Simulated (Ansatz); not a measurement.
Consider the ligand exchange at a B–C bond: `C[BH][ZnH]` + HCl → `Cl[BH][ZnH]` + CH₄.

Program: Ansatz. Geometries: PBE0-D4/def2-TZVP. ΔE: electronic, gas phase. CBS: MP2 limit from def2 TZ/QZ plus the TZ coupled-cluster correction, frozen cores. This one scheme is used for every species. For Zn outer-core shells are correlated without core-valence functions, which leaves a few kJ/mol of doubt a bond. Scalar relativity is left out up to krypton.

```json
{"species": "`C[BH][ZnH]`", "CCSD(T)/CBS(def2) energy (Eh)": "-1844.18606"}
{"species": "HCl", "CCSD(T)/CBS(def2) energy (Eh)": "-460.38127"}
{"species": "`Cl[BH][ZnH]`", "CCSD(T)/CBS(def2) energy (Eh)": "-2264.14522"}
{"species": "CH₄", "CCSD(T)/CBS(def2) energy (Eh)": "-40.46206"}
```

(1) Work out ΔE.

Largest T1 diagnostic among the species: 0.015.

Answers

(1) ΔE = (-2264.14522) + (-40.46206) − (-1844.18606) − (-460.38127) = -0.03995 Eh = -104.9 kJ/mol.

At CCSD(T), def2-SVP lies −8.8 kJ/mol from the extrapolated value and def2-TZVPP +0.4 kJ/mol. Leaving LDA and LC-ωPBE aside and taking each functional with its dispersion term where it has one, the values, not all of them listed here, spread over 4.1 kJ/mol, from B2PLYP to CAM-B3LYP-D4. LDA lies +5.5 kJ/mol from PBE without D4.
